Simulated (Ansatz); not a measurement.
Stretching the Al1–Br4 bond in AlBrFH (SMILES [F][AlH][Br]) (multiplicity 1 held, fragments rigid). Energies count from the point at 2.246 Å.
Geometry at that point (charge 0, multiplicity 1):
```xyz
4

Al     0.14259    -1.02186     0.68600
H     -0.74582    -2.28638     0.87331
F      1.56773    -0.90211     1.50145
Br    -0.43478     0.67684    -0.66584
```

R- and RO- levels are restricted; in cc, def2 and unpolarised 6-31G sets they are followed outwards from rest. Active spaces are followed from a long bond inwards. Curves can end on different states.

Frozen-core correlation. Filled d and f shells under p-block atoms count as core.

Codes used: Ansatz (an electronic-structure program) with Gaussian orbitals. 

Question: Estimate the energy at R = 7.189 Å that R-SCS-MP2/def2-TZVPP returns for this input.

Answer: 5.20 eV

Question: Give the energy at R = 7.189 Å at the level FIC-MRCISD+Q on CASSCF(6,4)/def2-TZVPP.

Answer: 4.54 eV

Question: Predict the energy at R = 7.189 Å from FIC-MRCISD on CASSCF(6,4)/def2-TZVPP.

Answer: 4.45 eV

Doubts at one or more of the structures used: a restricted determinant that unrestricted orbitals would lower (R-SCS-MP2/def2-TZVPP); active orbitals that take no part (FIC-MRCISD on CASSCF(6,4)/def2-TZVPP, FIC-MRCISD+Q on CASSCF(6,4)/def2-TZVPP).
